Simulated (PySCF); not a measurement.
Compound: C3H7B.
Atom-mapped SMILES: `[BH2:1][C:2](=[CH2:3])[CH3:4]` (hydrogens: H5, H6 on B1; H7, H8 on C3; H9, H10, H11 on C4)

Method: PySCF 2.14.0, PBE0-D3(BJ)/def2-SVP geometry optimisation, gas phase.

(1) List the bond lengths and angles at this level.

Results:

(1) 
```tsv
bond	length (Å)
B1–C2	1.548
C2=C3	1.350
C2–C4	1.504
B1–H5, B1–H6	1.211
C3–H7	1.098
C3–H8	1.094
C4–H9, C4–H10, C4–H11	1.102
```

Bonds in one row agree within 0.01 Å and their mean is given. A selection of angles:
```tsv
angle	degrees
C2–B1–H5	121.3
C2–B1–H6	119.6
H5–B1–H6	119.1
B1–C2–C3	117.3
B1–C2–C4	121.3
C3–C2–C4	121.4
C2–C3–H7	122.5
C2–C3–H8	120.9
H7–C3–H8	116.6
C2–C4–H9	110.9
C2–C4–H11	112.6
H9–C4–H10	106.1
H9–C4–H11	108.1
```

Of the pairs four or more bonds apart, H7···H11 is among the closest relative to their van der Waals radii: 2.42 Å, 101 % of the sum of Bondi's values. The 4 heavy atoms lie in one plane (0.003 Å rms). The 2 C–C bonds span 1.350 Å (C2=C3, drawn double) to 1.504 Å (C2–C4, drawn single), a spread of 0.154 Å. B1 (three-coordinate boron) is planar (angles 121.3°, 119.6° and 119.1°, sum 360.0°, 0.00 Å off the plane of its three neighbours).

Stationary, but not proved a minimum.
